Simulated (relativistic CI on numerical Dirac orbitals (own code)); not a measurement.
## How well does a small relativistic CI reproduce Ga I?

Method of calculation: Dirac-Coulomb-Breit CI, KLI orbitals optimised for each configuration, model QED (radiative potential, 1s self-energy scaled to tabulated hydrogen-like ionisation energies), valence Slater integrals scaled by 0.85, P86 correlation energy added to each configuration (own radial code, finite nucleus).

Configurations in the expansion (outside the closed core [Ar] 3d10): 4s²4p, 4s²5s, 4s²5p, 4s²4d, 4s²6s, 4s4p², 4s²6p, 4s²5d, 4s²4f, 4s²7s, 4s²7p, 4s²6d, 4s²5f, 4s²5g, 4s²7d, 4p³, 4s4p4d. Levels of other configurations are missing.

```csv
Configuration,Term (tabulated),J,Measured (cm⁻¹),Computed,Error,Purity (%)
4s²4p,2P°,1/2,0.0,0,0,97
4s²4p,2P°,3/2,826.2,695,-131,97
4s²5s,2S,1/2,24788.5,28424,3636,100
4s²5p,2P°,1/2,33044.1,36502,3458,100
4s²5p,2P°,3/2,33155.1,36610,3455,100
4s²4d,2D,3/2,34781.7,37877,3096,94
4s²4d,2D,5/2,34787.8,37880,3093,94
4s²6s,2S,1/2,37584.8,41531,3946,100
```

Measured levels from NIST Handbook of Basic Atomic Spectroscopic Data (Sansonetti and Martin, J. Phys. Chem. Ref. Data 34, 1559 (2005)); pairs were made by configuration, J and term (by order where the table uses no LS term), so strongly mixed levels may be paired wrongly.

Mean error by configuration (cm⁻¹): 4s²4p -131; 4s²5s 3636; 4s²5p 3456; 4s²4d 3094; 4s²6s 3946. Over the excited levels the mean absolute error is 2973 cm⁻¹ (7 of the 7 excited levels that our extract of the source holds in range could be paired), and the median relative error of those above 1,000 cm⁻¹ is 10 %.

Transition probabilities of persistent lines. The last column rescales the computed rate by the cube of measured over computed energy:

```tsv
λ measured (Å)	Lower	Upper	A tabulated (s⁻¹)	A computed	A rescaled
2874.24 air	4s²4p ²P°1/2	4s²4d ²D3/2	1.17e+08	1.17e+08	9.09e+07
2943.64 air	4s²4p ²P°3/2	4s²4d ²D5/2	1.34e+08	1.44e+08	1.09e+08
2944.17 air	4s²4p ²P°3/2	4s²4d ²D3/2	2.61e+07	2.41e+07	1.84e+07
4032.98 air	4s²4p ²P°1/2	4s²5s ²S1/2	4.85e+07	8.81e+07	5.85e+07
4172.04 air	4s²4p ²P°3/2	4s²5s ²S1/2	9.45e+07	1.73e+08	1.11e+08
```
